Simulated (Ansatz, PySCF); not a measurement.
Reaction R1 + R2 → 2 P1, each structure at its B3LYP-D3(BJ)/def2-TZVP stationary point, reached from a drawn start (curvature not checked).
R1, Cl2 (SMILES ClCl) (charge 0, multiplicity 1):
```xyz
2

Cl     0.00000     0.00000    -1.00672
Cl     0.00000     0.00000     1.00672
```
R2: I2 (SMILES II), charge 0, multiplicity 1.
P1: ClI (SMILES ClI), charge 0, multiplicity 1.

P less R. No zero-point or thermal terms; no spin–orbit coupling.

Frozen-core correlation throughout. In cc and def2 sets filled d and f shells under p-block atoms count as core.

Run with Ansatz (an electronic-structure program); PySCF for the D3/D4 terms. All values are computed, each at the level named. Elements past Kr take the def2 small-core potentials, without spin–orbit coupling.

One of these levels gives -22.5 kJ/mol for the reaction energy. Name it.
A. HF/def2-SVP
B. CCSD(T)/def2-SVP
C. PBE/def2-TZVPP
D. CAM-B3LYP-D3(BJ)/def2-TZVPP

A, HF/def2-SVP. The others give -20.8 (PBE/def2-TZVPP), -24.6 (CAM-B3LYP-D3(BJ)/def2-TZVPP), -16.2 (CCSD(T)/def2-SVP)
